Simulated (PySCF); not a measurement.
Stepwise substitution at one centre (In Cl-SH). All species are isolated molecules in the gas phase. One relaxed conformer stands for each flexible species; it need not be the lowest. Strings in code marks are SMILES.

The four lowest singlet excitations (Tamm–Dancoff). Calculation: PySCF with PBE-D3(BJ)/def2-TZVP // PBE0-D4/def2-TZVP. Excitations are Tamm–Dancoff values on a coarser integration grid. The basis has no diffuse functions, so Rydberg states are missing or too high.

```
state  energy (eV)  wavelength (nm)  oscillator strength
-----  -----------  ---------------  -------------------
S1            3.84              322                0.000
S2            4.20              295                0.013
S3            4.64              267                0.012
S4            5.03              246                0.038
```

### Question
Which member gives these states?
A) `[Cl][In]([Cl])[Cl]`
B) `[SH][In]([SH])[Cl]` (H–S–In–Cl torsion -180°, Cl–In–S–H torsion 0°)
C) `[SH][In]([Cl])[Cl]` (H–S–In–Cl torsion 0°)
D) `[SH][In]([SH])[SH]`

### Answer
B, `[SH][In]([SH])[Cl]` (H–S–In–Cl torsion -180°, Cl–In–S–H torsion 0°)
